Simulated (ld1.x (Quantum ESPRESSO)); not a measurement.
# sulfur (S): one change to an ultrasoft potential, before and after

* Element: S
* Generator: ld1.x (Quantum ESPRESSO) 7.5
* Type: ultrasoft
* Functional: PBEsol
* Relativity: scalar-relativistic
* Frozen core: [Ne]
* Valence charge: 6
* Reference configuration: 3s1.75 3p4.25
* Partial waves: 3s (bound): rcut 0.95, rcutus 1.25 bohr; 3s channel at 1.8 Ry: rcut 0.95, rcutus 1.25 bohr; 3p (bound): rcut 1.25, rcutus 1.35 bohr; 3p channel at 0.4 Ry: rcut 1.25, rcutus 1.35 bohr; 3d channel at -0.2 Ry: rcut 1.05, rcutus 1.30 bohr; 3d channel at 1.6 Ry: rcut 1.05, rcutus 1.30 bohr
* Local potential: all-electron potential smoothed inside 0.95 bohr (lloc = -1)
* Core correction: Bessel-smoothed model core inside 1.25 bohr
* Augmentation charge: PSQ, inside the norm-conserving radii

Change: functional PW91.

Cutoffs: the cutoffs (Ry, on a coarse ladder) from which the occupation-weighted sum of valence levels, in a spherical-Bessel basis at the reference potential, stays within 10 and 1 mRy of its value at 400 Ry; they do not see the model core or the augmentation charge, which bear on the density cutoff. Errors are all-electron minus pseudo energies relative to the spin-unpolarised reference configuration.

Q: Predict the effect on cutoff, ghosts and configuration errors.

A: The potential gets softer (21 Ry and 70 Ry → 21 Ry and 35 Ry); both files keep a bound ghost (s); of the 7 tests that both files solve, the error grows in 5 and shrinks in 0 by more than 15 % and 0.3 meV (median size 0.5 → 2.9 meV).

```csv
quantity,base,changed
"cutoff, loose",21 Ry,21 Ry
"cutoff, tight",70 Ry,35 Ry
bound ghosts,s,s
"error for 3s2 3p4, meV [ΔE -2.56 → -2.57 eV]",+0.2,+0.4
"error for 3s2 3p3, meV [ΔE 9.18 → 9.25 eV]",+0.5,+1.0
"error for 3s2 3p2, meV [ΔE 31.42 → 31.60 eV]",-0.3,+3.1
"error for 3s1 3p5, meV [ΔE 7.72 → 7.75 eV]",+1.4,+2.9
"error for 3s0 3p6, meV [ΔE 18.12 → 18.18 eV]",+11,+19
"error for 3s2 3p0, meV [ΔE 112.17 → 112.62 eV]",-11,+30
"error for 3s2 3p3.5, meV [ΔE 2.09 → 2.12 eV]",+0.4,+0.6
s: phases at 1.50 bohr within 0.05 rad from the reference energy up to (Ry; the scan ends near 5),to the end of the scan,to the end of the scan
p: phases at 1.50 bohr within 0.05 rad from the reference energy up to (Ry; the scan ends near 5),to the end of the scan,to the end of the scan
d: phases at 1.50 bohr within 0.05 rad from the reference energy up to (Ry; the scan ends near 5),to the end of the scan,to the end of the scan
lowest overlap eigenvalue by channel,"s 0.51, p 0.72, d 0.92","s 0.51, p 0.72, d 0.94"
```

 A true bound ghost makes a file unfit for plane-wave use even where its test errors are small: the radial tests pick states by their node count and pass the ghost by.
